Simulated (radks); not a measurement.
Values are calculated unless marked as measured or tabulated.
Q: All-electron atom: neutral nickel in [Ar] 3d9 6d1 (not the ground configuration). Level of theory: scalar-relativistic Kohn-Sham, PBE, spin-polarised, spherical densities, point nucleus; open shells are filled with parallel spins first (a radial shooting solver on a logarithmic mesh with Libxc functionals). Some entries of the table are withheld. Estimate them.

| orbital | occ. | eigenvalue (Ry) | <r> (bohr) |
|---|---|---|---|
| 1s down | 1 | -603.7417 | 0.05409 |
| 1s up | 1 | -603.7416 | 0.05409 |
| 2s up | 1 | -72.27543 | 0.2449 |
| 2s down | 1 | -72.23752 | 0.2449 |
| 2p up | 3 | -62.19633 | 0.2153 |
| 2p down | 3 | -62.16785 | 0.2152 |
| 3s up | 1 | -8.34970 | 0.7435 |
| 3s down | 1 | -8.27123 | 0.7442 |
| 3p up | 3 | -5.44537 | 0.7848 |
| 3p down | 3 | -5.36847 | 0.7859 |
| 3d up | 5 | (1) | 1.065 |
| 3d down | 4 | (2) | 1.085 |
| 6d up | 1 | -0.03326 | 29.95 |

A: 
(1) 3d up eigenvalue (Ry): -0.89473
(2) 3d down eigenvalue (Ry): -0.82675
